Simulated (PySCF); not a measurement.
Computed shifts of a molecule C2H7AlFN, PBE/pcSseg-1 run with PySCF, GIAO, gas phase, equivalent atoms averaged, in ppm (number of nuclei): ¹⁹F: -194.2 (1). ¹³C: 35.0 (1), -19.6 (1). ¹H: 3.11 (3), 1.34 (1), -0.08 (3). ¹⁵N: 55.5 (1). References: ¹⁹F against CFCl3 (σ = 133.6 ppm); ¹³C against TMS (σ = 182.0 ppm); ¹H against TMS (σ = 31.49 ppm); ¹⁵N against NH3 (σ = 267.0 ppm), references at their B3LYP-D3(BJ)/def2-TZVP geometries, non-relativistic. Geometry optimised at B3LYP-D3(BJ)/def2-SVP. The values are those of a single conformer.

Which molecule gave these data?
A. C[NH][Al]([CH3])[F]
B. C[N](C)[AlH][F]
C. C[CH2][Al]([NH2])[F]

A, C[NH][Al]([CH3])[F]
